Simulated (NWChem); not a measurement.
System: CH$_{5}$O cation; SMILES [OH2+]C

```xyz
7

C     -0.0030    -0.7782     0.0000
O     -0.0643     0.7067     0.0000
H     -0.5396    -1.0906    -0.9020
H     -0.5396    -1.0906     0.9020
H      1.0471    -1.0936     0.0000
H      0.2823     1.1453    -0.8022
H      0.2823     1.1453     0.8022
```
Atoms are numbered in this order, from 1.

Program: NWChem. Pople sets run with spherical d functions. All runs use the structure optimised with PBE0/def2-SVP. Vertical excitations in the gas phase; the lowest state need not have the same character in each row.

| level | lowest excitation, singlet (eV) | oscillator strength of that lowest state | lowest triplet (eV) | orbital gap (eV) |
|---|---|---|---|---|
| PBE/6-31+G*, full TDDFT | 8.31 | 0.000 | 7.84 | 8.12 |
| B3LYP/6-31+G*, full TDDFT | 8.84 | 0.000 | 8.33 | 10.19 |
| PBE0/6-31+G*, full TDDFT | 9.13 | 0.000 | 8.54 | [?] |
| CAM-B3LYP/6-31+G*, full TDDFT | 9.12 | 0.000 | 8.55 | 13.17 |

Some entries are withheld; supply them.


- PBE0/6-31+G*, full TDDFT, orbital gap (eV): 10.86
